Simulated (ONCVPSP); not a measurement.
# Plane-wave convergence, ONCV potential for H (Z = 1)

* Element: H (Z = 1)
* Generator: ONCVPSP 4.0.1
* Type: optimised norm-conserving Vanderbilt (ONCV)
* Functional: PBEsol
* Relativity: scalar-relativistic
* Frozen core: none
* Valence charge: 1
* Reference configuration: 1s1
* Partial waves: 1s: rc 1.55 bohr, ncon 3, nbas 7, qcut 8.6 1/bohr, 2 projectors, debl 3.4 Ha; p scattering state at 0.44 Ha: rc 1.40 bohr, ncon 5, nbas 10, qcut 5.8 1/bohr, 3 projectors, debl 1 Ha
* Local potential: polynomial inside 1.15 bohr (lpopt 5, dvloc0 2 Ha)
* Core correction: none

Q: For each optimised wave give the share of its norm inside rc, the residual kinetic energy above qcut (Ha) and the cutoffs (Ha) for errors of 10, 1, 0.1 and 0.01 mHa per electron.

A:

```
         wave  norm inside rc  residual KE  10 mHa  1 mHa  0.1 mHa  0.01 mHa
           1s           0.544      2.7e-09     7.0   13.5     19.4      24.6
s projector 2           0.204      9.3e-08    11.5   19.0     23.0      26.1
p projector 1           0.119      5.7e-06     2.2    4.9     10.3      15.4
p projector 2           0.174      2.2e-05     3.9    8.3     13.6      18.8
p projector 3           0.136      5.6e-05     5.3   10.1     15.5      20.7
```

The occupied waves need 13 Ha and 19 Ha for 1 and 0.1 mHa.
